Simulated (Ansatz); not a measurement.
CNO, SMILES `N#C[O+]` (lower triplet) (charge 1, multiplicity 3). The linear singlet lies higher and needs more than one determinant, so no gap is given.

Cartesian coordinates (Å):
```xyz
3

N     -1.2583     0.0000     0.0000
C      0.0648     0.0000     0.0000
O      1.1935     0.0000     0.0000
```
Charge +1, spin multiplicity 3.

Frozen-core energies in cc-pVDZ from Ansatz (a program for electronic structure) at a geometry from B3LYP-D3(BJ)/def2-TZVP; the HF reference has <S^2> = 2.17 and the T1 diagnostic is 0.032.

| level | energy (Ha) |
|---|---|
| HF | -166.77076 |
| MP2 | -167.14409 |
| CCSD | -167.17283 |
| CCSD(T) | -167.18776 |

Q: Estimate the energies of CCSDT and CCSDT(Q), and give each level's difference from CCSDT(Q).

A: 
```csv
level,energy (Ha),difference from CCSDT(Q) (mHa)
MP2,-167.14409,47.28
CCSD,-167.17283,18.54
CCSD(T),-167.18776,3.61
CCSDT,-167.18944,1.93
CCSDT(Q),-167.19137,0.00
```
